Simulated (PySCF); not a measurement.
Bonds (- single, = double, # triple, : aromatic): Ge1-Br2 2.313 Å. Ge1 carries H3, H4, H5.

Geometry: PBE0-D3(BJ)/def2-SVP; GIAO absolute shieldings from PySCF 2.14, gas phase, non-relativistic, averaged over equivalent atoms.

At PBE0/pcSseg-1 (pcSseg-2 on Ge) (119 basis functions, 8.8 s wall time on 1 thread of an x86-64 server CPU, shared host):
```csv
atoms,σ (ppm)
Ge1,1457.1
Br2,2854.3
H3/H4/H5,26.09
```

Estimate the result of repeating the calculation with PBE/pcSseg-1 (pcSseg-2 on Ge).

## Answers


| atoms | σ at PBE/pcSseg-1 (pcSseg-2 on Ge) | change |
| --- | --- | --- |
| Ge1 | 1394.4 | -62.7 |
| Br2 | 2784.9 | -69.4 |
| H3/H4/H5 | 25.87 | -0.22 |

The largest change is at Br2 (bromine bonded to Ge). Cost: 119 basis functions, 9.7 s wall time on 1 thread of an x86-64 server CPU, shared host.

Relativistic effects, spin–orbit coupling among them, are left out; they matter for Br, Ge and for the light atoms bonded to it.
